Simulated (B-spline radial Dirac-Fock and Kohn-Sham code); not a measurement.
**Ba³²⁺: eigenvalues, ΔSCF and the reference**

System: barium as Ba³²⁺ in the configuration 1s2 2s2 2p6 3s2 3p6 3d6.

The density-functional columns are spherical, spin-unpolarised Dirac-Kohn-Sham results without Breit or QED terms: −ε is minus the orbital energy of the initial state and ΔSCF the difference of two total energies. The reference in the last column comes from Dirac-Fock ΔSCF + Breit + QED. All numbers are from a radial B-spline solver, in eV; a selection of levels is shown. The Kohn-Sham columns are given as differences from the reference. For the 1s level of heavy atoms much of the gap between ΔSCF and the reference is the Breit and QED part, -139.6 eV here; for other levels the error of the functional can be larger.

```csv
level,LDA −ε − DF,LDA ΔSCF − DF,Dirac-Fock
K (1s),-286.3,+129.2,38884.4
L1 (2s),-142.8,-47.8,7395.3
L2 (2p1/2),-110.7,+3.1,7035.4
L3 (2p3/2),-114.4,-7.6,6654.5
M1 (3s),-67.5,-26.9,2525.1
M2 (3p1/2),-50.6,-8.2,2376.3
M3 (3p3/2),-50.7,-9.8,2292.7
"M4,5 (3d)",-44.2,+1.7,2056.0
```

Values without a named source are computed, but for edge energies of neutral atoms, which are taken from tables.
